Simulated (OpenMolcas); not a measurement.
Fe2+ with 4 ligands (chloride) in tetrahedral coordination (Td). A charge of +0.5 e stands 2.6 Å behind each ligand. Ligand basis ANO-RCC-VDZP.

* Program: OpenMolcas
* Method: SS-CASPT2, IPEA 0.25 Eh, imaginary shift 0.1 Eh (closed shells correlated: 3s 3p and the ligand valence shells)
* Basis: ANO-RCC-VDZP [5s4p2d1f]
* Scalar Hamiltonian: DKH2, point nucleus
* Active space: 6 electrons in 5 orbitals (3d)
* State averaging: 2S+1 = 5 even, 5 roots; 2S+1 = 3 even, 45 roots; 2S+1 = 1 even, 50 roots
* Spin-orbit coupling: state interaction with AMFI integrals over the reference wave functions

All ligands move together. At R = 2.37 Å the first state of the same spin is 2290 cm-1, and at R = 2.4 Å it is 2140 cm-1.

A third run gives 1580 cm-1. What distance was it run at?

With a power law R^-n the two known points give n = -ln(2140 / 2290) / ln(2.4 / 2.37) = 5.39. Then R = 2.37 × (2290 / 1580)^(1/5.39) = 2.539 Å. The run was at 2.53 Å, so the estimate is off by +0.009 Å.

Roots that are degenerate in the reference are averaged as groups; the widest CASPT2 spread within a group is 730 cm-1 (the 3-fold group of multiplicity 3 near 51300 cm-1 above the lowest state of its run, R = 2.4). Shifts and gaps below about the spread of the groups concerned are not significant. Over all roots computed the reference weight is 0.71 to 0.74 in R = 2.37, 0.71 to 0.74 in R = 2.4, 0.71 to 0.74 in R = 2.53; a low but even weight reflects the number of correlated electrons. An orbital doublet at a regular site is open to a Jahn-Teller distortion, which this geometry leaves out. A single d shell leaves out the double-shell effect, which counts most for late 3d ions, where the CASPT2 field can be off either way by tens of per cent. Ligand-to-metal charge-transfer states are missing. These CASPT2 states fit no ligand-field parameters well, so their order and spin gaps are uncertain. For late 3d ions with one d shell CASPT2 can put B and the spin-flip bands somewhat low as well as high. With one d shell and no ligand orbital active, 10Dq can be off by tens of per cent for divalent 3d ions, low with halides held by bare charges and at times high in hosts, and the orbital part of g and χT goes as 1/10Dq. Free-ion shares, where given, are those of the reference states; single-state CASPT2 does not remix them. No measured value stands beside these numbers; the geometry was imposed, not optimised, and the real ion may take another.
